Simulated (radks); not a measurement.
The numbers below are computed, except where a source is named.
Problem. These are the eigenvalues of the occupied orbitals of an atom or ion with whole-number occupations (hartree). Level of theory: scalar-relativistic Kohn-Sham, r2SCAN, spin-polarised, spherical densities, finite nucleus; meta-GGA in the generalised Kohn-Sham scheme; Fermi nuclear charge, rms radius of each element as measured or else 0.836 A^(1/3) + 0.57 fm (a radial shooting solver on a logarithmic mesh with Libxc functionals).

| orbital | eigenvalue |
|---|---|
| 1s up | -2402.230 |
| 1s down | -2402.230 |
| 2s up | -412.1694 |
| 2s down | -412.1693 |
| 2p up | -361.8918 |
| 2p down | -361.8915 |
| 3s up | -94.64902 |
| 3s down | -94.64892 |
| 3p up | -79.55514 |
| 3p down | -79.55495 |
| 3d up | -61.65987 |
| 3d down | -61.65964 |
| 4s up | -19.66598 |
| 4s down | -19.66552 |
| 4p up | -14.69312 |
| 4p down | -14.69266 |
| 4d up | -8.23335 |
| 4d down | -8.23275 |
| 5s up | -3.02797 |
| 5s down | -3.02572 |
| 5p up | -1.83074 |
| 5p down | -1.82986 |
| 4f up | -1.12949 |
| 4f down | -1.12835 |
| 6s up | -0.51517 |
| 6s down | -0.48817 |
| 6p up | -0.31506 |

Which element is it, and in what charge state? The configuration may be excited. Open shells, if any, are filled with parallel spins first.

Solution. Z = 72, hafnium, charge +1: Hf+ in [Xe] 4f14 6s2 6p1. The list shows which subshells hold electrons but not how many an open one holds; the 1s level, -2402.2 hartree, gives Z - s = 69.3 by -(Z - s)^2/2, which with screening and relativity narrows Z to a few neighbours, and the depths of the outer levels then fix element, charge and occupations together.
